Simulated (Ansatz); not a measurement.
BrH2InO2 (`[OH][In]([OH])[Br]`) at its PBE0-D4/def2-TZVP geometry, where that method's forces vanish. Total charge 0; spin multiplicity 1. In takes the def2 core potential.

```
atom    x (Å)    y (Å)    z (Å)
  O1   1.3410  -1.1528  -0.1125
 In2   0.1118   0.3642  -0.4014
  O3  -1.5050   0.6183   0.7018
 Br4   0.6020   1.9619  -2.1626
  H5   1.0580  -1.7316   0.6003
  H6  -1.6079  -0.0601   1.3745
```

Q: For each bond, give half the difference of the two atoms' forces along it (eV/Å; positive pushes the atoms apart) under PBE-D4, r2SCAN-D4, B3LYP-D4, ωB97M-V in def2-TZVPP. (Estimate.)

A: The calculation gave: 
| bond | length (Å) | PBE-D4 | r2SCAN-D4 | B3LYP-D4 | ωB97M-V |
| --- | --- | --- | --- | --- | --- |
| O1–In2 | 1.974 | 0.23 | 0.08 | 0.16 | 0.00 |
| O1–H5 | 0.961 | 0.42 | 0.05 | -0.02 | -0.06 |
| In2–O3 | 1.974 | 0.23 | 0.08 | 0.16 | 0.00 |
| In2–Br4 | 2.428 | 0.07 | 0.01 | 0.12 | -0.07 |
| O3–H6 | 0.961 | 0.42 | 0.05 | -0.02 | -0.06 |

B3LYP here is the variant with VWN-RPA as its local correlation; programs differ in this.

Program: Ansatz 0.2.0.
